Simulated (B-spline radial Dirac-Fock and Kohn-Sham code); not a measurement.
## What relativity does to the binding energies of Pb⁴⁶⁺

System: Pb⁴⁶⁺, [Ar] 3d10 4s2 4p6.

Both columns are ΔSCF binding energies of the configuration average from a radial finite-basis atomic code: non-relativistic Hartree-Fock with a point nucleus, and Dirac-Fock with a finite nucleus and the Coulomb interaction alone, averaged over the two j levels with weights 2j+1.

```tsv
shell	Hartree-Fock (eV)	Dirac-Fock (eV)	shift (eV)	shift (%)
1s	81846.5	90843.7	+8997.28	+10.99
2s	15830.7	18275.5	+2444.81	+15.44
2p	15311.1	16148.7	+837.62	+5.47
3s	5474.5	6121.1	+646.58	+11.81
3p	5234.2	5488.4	+254.24	+4.86
3d	4795.7	4786.1	-9.55	-0.20
4s	2625.0	2847.4	+222.40	+8.47
4p	2507.4	2600.1	+92.70	+3.70
```

Relativity binds 1s, 2s, 2p, 3s, 3p, 4s, 4p more strongly, among those listed most of all 2s in relative terms, and 3d more weakly, because the contracted s and p shells screen the nucleus better.

Values without a named source are computed, but for edge energies of neutral atoms, which are taken from tables.
